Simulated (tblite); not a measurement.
Compound: C₅H₇NO₃S.
Bonds: C1–N2 (double), N2–C3, C3–C4 (double), C4–O5, O5–C6, C6–S7, S7–O8 (double), S7–O9 (double), S7–C10, C3–C10. Hydrogens: H11, H12 on C1; H13 on C4; H14, H15 on C6; H16, H17 on C10.

Computed with GFN2-xTB (tblite), gas phase: L-BFGS steps from a force-field or distance-geometry start until the largest atomic force falls under 0.01 eV/Å.

Step 19: E = -886.0732 eV
```
atom  x, y, z in Å  |  force x, y, z in eV/Å
C1      2.7554    0.5731    0.9213    0.024   0.049  -0.061
N2      1.6729    1.1905    0.7857   -0.019  -0.124  -0.050
C3      0.5605    0.6215    0.1456   -0.021   0.032   0.015
C4      0.4650    0.5859   -1.1847    0.039  -0.050   0.083
O5     -0.5769    0.1765   -1.9802    0.049  -0.008   0.140
C6     -1.7496   -0.2485   -1.3674    0.021  -0.069   0.085
S7     -1.4187   -1.1243    0.2127    0.005   0.002   0.002
O8     -2.6812   -1.3590    0.8562    0.010  -0.007  -0.033
O9     -0.5456   -2.2414   -0.0027   -0.075   0.009  -0.077
C10    -0.4778    0.1264    1.1165    0.063   0.055  -0.055
H11     2.9467   -0.4402    0.5524   -0.014   0.125  -0.014
H12     3.5592    1.0799    1.4386   -0.015  -0.047   0.002
H13     1.2779    0.9321   -1.8102   -0.066  -0.014   0.068
H14    -2.2447   -0.9516   -2.0370   -0.027   0.032  -0.014
H15    -2.4243    0.5762   -1.1089    0.065  -0.003  -0.007
H16     0.0063   -0.3901    1.9457   -0.045   0.041  -0.005
H17    -1.1323    0.9049    1.5065    0.006  -0.023  -0.077
```

Step 20: E = -886.0763 eV
```
atom  x, y, z in Å  |  force x, y, z in eV/Å
C1      2.7614    0.5753    0.9205   -0.001   0.067  -0.073
N2      1.6735    1.1818    0.7860   -0.040  -0.048   0.028
C3      0.5618    0.6165    0.1484   -0.025   0.000   0.010
C4      0.4679    0.5743   -1.1809    0.015  -0.021   0.029
O5     -0.5798    0.1809   -1.9758    0.040  -0.039   0.099
C6     -1.7533   -0.2448   -1.3648    0.025  -0.067   0.076
S7     -1.4195   -1.1259    0.2104    0.008   0.051   0.018
O8     -2.6817   -1.3631    0.8543    0.041  -0.032  -0.040
O9     -0.5408   -2.2382   -0.0105   -0.119   0.033  -0.057
C10    -0.4817    0.1284    1.1153    0.046   0.021  -0.032
H11     2.9604   -0.4310    0.5443    0.020   0.054  -0.026
H12     3.5563    1.0890    1.4427    0.024  -0.043   0.007
H13     1.2807    0.9161   -1.8072   -0.035  -0.008   0.049
H14    -2.2485   -0.9483   -2.0341   -0.031   0.047  -0.025
H15    -2.4257    0.5821   -1.1061    0.062  -0.028  -0.002
H16    -0.0041   -0.3916    1.9455   -0.032   0.050   0.019
H17    -1.1338    0.9105    1.5022    0.001  -0.039  -0.080
```

Step 21: E = -886.0789 eV
```
atom  x, y, z in Å  |  force x, y, z in eV/Å
C1      2.7679    0.5789    0.9185   -0.017   0.065  -0.066
N2      1.6726    1.1716    0.7879   -0.029   0.036   0.094
C3      0.5625    0.6108    0.1509   -0.008  -0.025   0.013
C4      0.4705    0.5624   -1.1772   -0.010  -0.003  -0.012
O5     -0.5829    0.1849   -1.9705    0.027  -0.068   0.036
C6     -1.7571   -0.2419   -1.3615    0.020  -0.042   0.044
S7     -1.4204   -1.1256    0.2084    0.002   0.062   0.023
O8     -2.6818   -1.3694    0.8512    0.042  -0.038  -0.024
O9     -0.5374   -2.2330   -0.0186   -0.121   0.026  -0.044
C10    -0.4853    0.1306    1.1143    0.007  -0.020  -0.001
H11     2.9776   -0.4209    0.5360    0.043  -0.001  -0.047
H12     3.5540    1.0980    1.4472    0.044  -0.034   0.006
H13     1.2840    0.8978   -1.8041   -0.001   0.004   0.026
H14    -2.2539   -0.9430   -2.0327   -0.022   0.052  -0.023
H15    -2.4272    0.5870   -1.1036    0.051  -0.034   0.009
H16    -0.0147   -0.3917    1.9462   -0.014   0.053   0.041
H17    -1.1353    0.9155    1.4976   -0.016  -0.031  -0.076
```

Step 22: E = -886.0812 eV
```
atom  x, y, z in Å  |  force x, y, z in eV/Å
C1      2.7744    0.5836    0.9154   -0.017   0.045  -0.044
N2      1.6708    1.1612    0.7921   -0.007   0.089   0.127
C3      0.5631    0.6042    0.1535    0.018  -0.035   0.021
C4      0.4728    0.5504   -1.1739   -0.022   0.009  -0.025
O5     -0.5858    0.1879   -1.9651    0.019  -0.089  -0.027
C6     -1.7609   -0.2394   -1.3576    0.013  -0.007  -0.001
S7     -1.4214   -1.1237    0.2068   -0.013   0.037   0.019
O8     -2.6812   -1.3773    0.8475    0.014  -0.030   0.007
O9     -0.5358   -2.2265   -0.0276   -0.088  -0.003  -0.037
C10    -0.4889    0.1326    1.1136   -0.029  -0.050   0.026
H11     2.9972   -0.4103    0.5269    0.049  -0.016  -0.068
H12     3.5524    1.1071    1.4519    0.047  -0.027  -0.004
H13     1.2880    0.8780   -1.8009    0.025   0.016   0.004
H14    -2.2603   -0.9362   -2.0319   -0.011   0.047  -0.016
H15    -2.4284    0.5913   -1.1008    0.035  -0.025   0.022
H16    -0.0258   -0.3909    1.9481    0.003   0.051   0.061
H17    -1.1371    0.9200    1.4920   -0.036  -0.013  -0.066
```

Q: Estimate the geometry and energy of step 23. (The exact step hangs on the optimiser's Hessian estimate; all steps are aligned on step 22, rigid shifts and turns removed.)

A: E = -886.0835 eV, largest force 0.156 eV/Å
```
atom  x, y, z in Å  |  force x, y, z in eV/Å
C1      2.7809    0.5891    0.9114   -0.007   0.016  -0.010
N2      1.6688    1.1524    0.7987    0.007   0.099   0.121
C3      0.5642    0.5970    0.1566    0.037  -0.031   0.027
C4      0.4750    0.5384   -1.1707   -0.018   0.024  -0.013
O5     -0.5881    0.1890   -1.9601    0.022  -0.100  -0.075
C6     -1.7644   -0.2370   -1.3536    0.006   0.029  -0.047
S7     -1.4226   -1.1213    0.2055   -0.032  -0.011   0.006
O8     -2.6803   -1.3855    0.8441   -0.030  -0.015   0.045
O9     -0.5363   -2.2203   -0.0376   -0.036  -0.041  -0.031
C10    -0.4930    0.1337    1.1131   -0.047  -0.059   0.044
H11     3.0172   -0.3993    0.5161    0.040   0.002  -0.083
H12     3.5515    1.1154    1.4564    0.043  -0.023  -0.019
H13     1.2923    0.8587   -1.7973    0.044   0.025  -0.016
H14    -2.2667   -0.9287   -2.0310   -0.005   0.035  -0.010
H15    -2.4286    0.5954   -1.0973    0.015  -0.003   0.032
H16    -0.0373   -0.3892    1.9513    0.016   0.048   0.079
H17    -1.1397    0.9243    1.4845   -0.055   0.004  -0.051
```

The energy changes by -0.0023 eV. The first-order estimate −F·Δx gives -0.0031 eV and the mean of the old and new forces, exact on a quadratic surface, -0.0023 eV. The step makes an angle of 77° with the force vector and moves no atom by more than 0.025 Å.

The cost below is that of the whole relaxation. The run took 1.0 s on an Intel Xeon Platinum 8375C at 2.90 GHz with one thread, shared host.
